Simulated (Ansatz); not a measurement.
`[F][GaH][ZnH]` + H₂S → `[F][GaH][SH]` + `[ZnH2]` at 500 K and 1 bar (cleavage of the Ga–Zn bond).

Program: Ansatz. Geometries: PBE0-D4/def2-TZVP. ΔE: electronic, gas phase. CBS: MP2 limit from def2 TZ/QZ plus the TZ coupled-cluster correction, frozen cores. This one scheme is used for every species. For Ga, Zn outer-core shells are correlated without core-valence functions, which leaves a few kJ/mol of doubt a bond. Scalar relativity is left out up to krypton. One conformer a species, not always the lowest.

```json
{"species": "`[F][GaH][ZnH]`", "CCSD(T)/CBS energy (Eh)": "-3803.33961", "H − E (kJ/mol)": "72.2", "S (J/(mol·K))": "362.8"}
{"species": "H₂S", "CCSD(T)/CBS energy (Eh)": "-398.97279", "H − E (kJ/mol)": "57.0", "S (J/(mol·K))": "224.0"}
{"species": "`[F][GaH][SH]`", "CCSD(T)/CBS energy (Eh)": "-2422.78377", "H − E (kJ/mol)": "79.2", "S (J/(mol·K))": "343.7"}
{"species": "`[ZnH2]`", "CCSD(T)/CBS energy (Eh)": "-1779.54550", "H − E (kJ/mol)": "48.1", "S (J/(mol·K))": "221.7"}
```

H − E and S are ideal-gas, rigid-rotor, harmonic terms from PBE0-D4/def2-TZVP, for one conformer and one mirror image of each species. 1 Eh = 2625.50 kJ/mol, R = 8.31446 J/(mol·K).

**Question.** By hand: ΔE, ΔH, ΔS and ΔG.

**Answer.** ΔE = (-2422.78377) + (-1779.54550) − (-3803.33961) − (-398.97279) = -0.01687 Eh = -44.3 kJ/mol. Δ(H − E) = 79.2 + 48.1 − 72.2 − 57.0 = -1.9, so ΔH = -46.2 kJ/mol. ΔS = 343.7 + 221.7 − 362.8 − 224.0 = -21.4 J/(mol·K). ΔG = -46.2 − 500 × (-21.4)/1000 = -35.5 kJ/mol.

**Question.** By hand: the equilibrium constant, and the temperature at which ΔG would vanish if ΔH and ΔS stayed fixed.

**Answer.** log₁₀ K = −ΔG/(RT ln 10) = 3.7. ΔG = 0 at ΔH/ΔS = 2159 K.

ΔH outweighs TΔS. A doubt of 5 kJ/mol in ΔE shifts log₁₀ K by 0.5 here. Other conformers and mirror images would add mixing entropy, several J/(mol·K) or more a flexible species. These are equilibria of isolated gas molecules and say nothing of rates. Largest T1 diagnostic: 0.016 (customary marks: 0.02 for closed shells, 0.045 for open ones).
